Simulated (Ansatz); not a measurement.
Relaxation of BFH4N2 (8 atoms, charge 0, multiplicity 1), to a largest force component of 0.02 eV/Å in at most 40 steps.

Method: RKS PBE-D4/6-31G* in Ansatz 0.2.0.

```xyz
8
Properties=species:S:1:pos:R:3
B 0.000 0.000 0.000
N 0.000 0.000 1.550
H -0.877 -0.271 2.080
H 0.877 0.271 2.080
N 1.342 0.000 -0.775
H 1.809 -0.918 -1.027
H 1.794 0.918 -1.053
F -1.143 0.000 -0.660
```

Question: Where does it end, and by what steps?

Answer: The forces met the threshold. After 10 steps the energy has fallen by 1.328 eV; H7 moved furthest, 1.08 Å.

```csv
step,energy less start (eV),largest force component (eV/Å),accepted
0,0.0000,3.344,yes
1,-0.6231,1.714,yes
2,-0.7792,1.381,yes
3,-0.9019,0.782,yes
4,-0.9542,1.565,yes
5,-1.0960,0.965,yes
6,-1.2241,0.601,yes
7,-1.2897,0.360,yes
8,-1.3243,0.240,yes
9,-1.3278,0.076,yes
10,-1.3281,0.006,yes
```

```xyz
8
Properties=species:S:1:pos:R:3
B 0.092 0.112 0.062
N 0.021 -0.198 1.451
H -0.843 -0.075 1.968
H 0.831 -0.370 2.038
N 1.296 0.090 -0.699
H 2.189 -0.233 -0.343
H 1.278 0.225 -1.705
F -1.063 0.448 -0.577
```

The run took 19 s on 1 thread of Arm Neoverse V2, on a shared host, peak memory 0.13 GiB.
